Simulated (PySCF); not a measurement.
Species: C6H11N.
SMILES: `C=CC/N=C/CC`

Level of theory: TDDFT CAM-B3LYP/def2-SVPD, vertical, gas phase, core orbitals frozen in the response in PySCF. The structure is a single GFN2-xTB conformer in the gas phase; no vibrational or solvent corrections. Torsions of this conformer, `[CH2:1]=[CH:2][CH2:3]/[N:4]=[CH:5]/[CH2:6][CH3:7]`: C1–C2–C3–N4 -130°, C2–C3–N4–C5 121°, N4–C5–C6–C7 124°.

Computed states:

| state | E (eV) | f |
| --- | --- | --- |
| S1 | 5.22 | 0.0013 |
| S2 | 7.09 | 0.063 |
| S3 | 7.17 | 0.089 |
| S4 | 7.45 | 0.132 |
| S5 | 7.53 | 0.024 |
| S6 | 7.63 | 0.246 |
| S7 | 7.80 | 0.176 |
| S8 | 7.93 | 0.167 |

Each state is given a Gaussian of 0.25 eV full width at half maximum, with ε(max) = 2.175×10⁸ f / Δν̃ (Δν̃ the width in cm⁻¹). The width is an assumption, not a result. The curve ends short of the highest state used, and states not computed would add to its high-energy end.

Question: What does the envelope look like, and where are its maxima?

Answer: 
```csv
E (eV),ε (L mol⁻¹ cm⁻¹)
4.84,0
4.91,2
4.98,11
5.06,46
5.13,99
5.20,137
5.27,123
5.34,72
5.41,27
5.48,7
5.55,1
5.62,0
5.69,0
5.77,0
5.84,0
5.91,0
5.98,0
6.05,0
6.12,0
6.19,0
6.26,0
6.33,0
6.40,0
6.48,0
6.55,0
6.62,0
6.69,6
6.76,59
6.83,392
6.90,1740
6.97,5214
7.04,10652
7.11,14984
7.19,14473
7.26,11393
7.33,11710
```

Maxima: 238 nm (5.22 eV), ε about 140, made up of S1 (100%); 174 nm (7.14 eV), ε about 16000, made up of S2 (39%) and S3 (60%) (ε in L mol⁻¹ cm⁻¹; maxima over ε = 5, shares over 10%). At its high-energy end, 7.33 eV, the curve is still rising (ε about 12000, from S3 and S4).

Question: What would ε be at 7.14 eV, the highest of these maxima, with half the width (0.125 eV)?

Answer: About 25400 L mol⁻¹ cm⁻¹ against 15500, a factor of about 1.6; a lone state at its own centre would give exactly 2.

Question: On this curve, what absorbance would a 10⁻⁵ mol/L sample give at 248 nm over a 1 cm path?

Answer: 248 nm is 4.999 eV, where ε is about 17 L mol⁻¹ cm⁻¹, so A = ε c l ≈ 0.00017 (Beer–Lambert, with the gas-phase spectrum and the assumed width).

Question: Coming from long wavelengths, where does ε first pass 100 L mol⁻¹ cm⁻¹?

Answer: At about 242 nm (5.13 eV), 0.08 eV below S1.
